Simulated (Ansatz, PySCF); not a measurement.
This Ansatz (a program for electronic structure) input computes a SVWN5/def2-TZVPD energy:

Ansatz 0.2 input:
```yaml
crystal:
  periodic: [false, false, false]
  atoms:
    - {symbol: Sn, position_ang: [0.00624545, 0.00001533, 0.04778301]}
    - {symbol: H, position_ang: [-0.14809190, -1.26562731, -1.19522083]}
    - {symbol: H, position_ang: [-0.16418077, 1.26486076, -1.19392983]}
basis:
  gaussian:
    orbitals: def2-TZVPD
hamiltonian:
  xc: {name: SVWN5}
output: {forces: true}
```

**Question.** Write an input for the same energy in PySCF and say what it gives.

**Answer.** 
```python
from pyscf import gto, scf, dft

mol = gto.M(
    atom='''
    Sn    0.00624545    0.00001533    0.04778301
    H    -0.14809190   -1.26562731   -1.19522083
    H    -0.16418077    1.26486076   -1.19392983
    ''',
    basis='def2-tzvpd',
    ecp='def2-tzvp',
    charge=0,
    spin=0,
    verbose=4,
)

mf = dft.RKS(mol, xc='svwn').density_fit(auxbasis='def2-universal-jkfit')
mf.grids.level = 3
mf.conv_tol = 1e-9
mf.max_cycle = 100
mf.max_memory = 1500
mf.kernel()
if not mf.converged:
    mf = mf.newton()
    mf.kernel(mf.make_rdm1())
mf.analyze()
```
It gives -215.09807 Eh, and Ansatz -215.09804 Eh, a difference of 0.03 mEh, from the treatment of integrals and grids.
